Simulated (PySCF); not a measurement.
**Orbital energies, ionisation energy and electron affinity**

Species: C8H9B.
Cartesian coordinates in Å at the PBE0-D3(BJ)/def2-SVP level; atoms count from 1:
```
atom  x, y, z in Å
C1     5.368   -0.483    1.264
C2     4.232   -0.375    0.846
C3     2.923   -0.236    0.326
C4     1.808   -0.671    0.964
C5     0.502   -0.498    0.458
C6    -0.645   -0.359    0.045
B7    -2.071   -0.178   -0.474
C8    -2.318   -0.261   -2.026
C9    -3.242    0.034    0.551
H10    6.370   -0.583    1.639
H11    2.821    0.261   -0.644
H12    1.911   -1.168    1.936
H13   -1.895   -1.192   -2.440
H14   -3.375   -0.183   -2.320
H15   -1.758    0.553   -2.520
H16   -2.935    0.443    1.524
H17   -3.649   -0.978    0.747
H18   -4.076    0.622    0.138
```

Level: CAM-B3LYP/def2-SVPD (PySCF). Frontier orbitals with their largest atomic shares (Löwdin; up to four atoms above 4 %):

```csv
orbital,ε (eV),main atoms
HOMO−3,-10.21,"C5 20 %, C2 19 %, C6 18 %, C1 17 %"
HOMO−2,-9.68,"C1 42 %, C2 40 %, C3 7 %"
HOMO−1,-9.17,"C5 33 %, C6 32 %, C4 7 %, B7 7 %"
HOMO,-7.96,?
LUMO,-1.23,"C3 17 %, C4 14 %, C6 14 %, C5 12 %"
LUMO+1,0.51,"B7 22 %, C6 13 %, C4 13 %, C5 12 %"
LUMO+2,0.90,"B7 46 %, C5 7 %, C8 6 %, C9 6 %"
```

Problem. What vertical ionisation energy does ΔSCF give, and how far is −ε(HOMO) from it?

Solution. ΔSCF: 8.57 eV (827 kJ/mol; threshold wavelength 145 nm); ⟨S²⟩ of the doublet left behind is 0.793, against 0.75 for a pure doublet. −ε(HOMO) is 7.96 eV, 0.61 eV below it. In exact Kohn–Sham theory the two would be equal; CAM-B3LYP (range-separated hybrid) falls short of its own ΔSCF value by 7 %.

Problem. On which atoms does the HOMO lie?

Solution. C6 (alkyne carbon) 18 %, C1 (terminal alkyne carbon) 15 %, C3 (alkene CH carbon) 15 %, C5 (alkyne carbon) 15 %, so no atom holds as much as 40 %. The HOMO−1 lies 1.21 eV lower.

Problem. And the vertical electron affinity, the fundamental gap, Mulliken's electronegativity and the hardness (with the factor ½)?

Solution. EA = 0.70 eV by ΔSCF (−ε(LUMO) = 1.23 eV). IE − EA = 7.87 eV against an orbital gap of 6.73 eV; (IE + EA)/2 = 4.63 eV; (IE − EA)/2 = 3.94 eV.

Problem. The lowest singlet excitation (vertical TDDFT, same level) lies at 3.89 eV. How far is it below IE − EA?

Solution. IE − EA = 7.87 eV, so by 3.98 eV.

Problem. What total energies stand behind the ΔSCF value?

Solution. E(N) = -334.55781 Eh and E(N − 1) = -334.24300 Eh at the same geometry, 0.31481 Eh apart. With one more electron, E(N + 1) = -334.58358 Eh.

Problem. With α = 130.7 au, estimate the like-pair dispersion coefficient by London's formula C6 = (3/4)α²I.

Solution. I = 0.3148 Eh, so C6 ≈ 4030 au, a rough estimate.

Problem. What kinetic energy would electrons from this vertical process carry with 118.2 nm light (10.49 eV)?

Solution. 10.49 − 8.57 = 1.92 eV.

Isolated species at its PBE0-D3(BJ)/def2-SVP geometry, gas phase.
